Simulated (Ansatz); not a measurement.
`[OH][Zn][OH]` from Hartree–Fock to CCSD(T)

| atom | x (Å) | y (Å) | z (Å) |
| --- | --- | --- | --- |
| O1 | -1.585 | -0.083 | -0.810 |
| Zn2 | 0.030 | 0.116 | -0.126 |
| O3 | 1.675 | 0.426 | 0.436 |
| H4 | -1.886 | -0.991 | -0.884 |
| H5 | 1.766 | 0.532 | 1.384 |

Total charge 0; spin multiplicity 1. Correlated methods include outer-core shells of Zn, which these sets cover unevenly. Scalar relativity is left out up to krypton. The structure was optimised at the PBE0-D4/def2-TZVP level. It is one conformer, not always the lowest. Frozen core, restricted reference, the Gaussian-basis code of Ansatz.

| basis | HF (Eh) | MP2 corr. | CCSD corr. | (T) | CCSD(T) total |
| --- | --- | --- | --- | --- | --- |
| def2-SVP | -1928.34251 | -0.75194 | -0.73377 | -0.01740 | -1929.09368 |
| def2-TZVPP | -1928.79106 | -1.33245 | ? | ? | ? |
| def2-QZVPP | ? | ? | – | – | – |

Fill in the withheld values. (An estimate is asked.)

The calculation gave: def2-TZVPP CCSD corr.: -1.24886; def2-TZVPP (T): -0.03498; def2-TZVPP CCSD(T) total: -1930.07490; def2-QZVPP HF (Eh): -1928.84256; def2-QZVPP MP2 corr.: -1.41594.
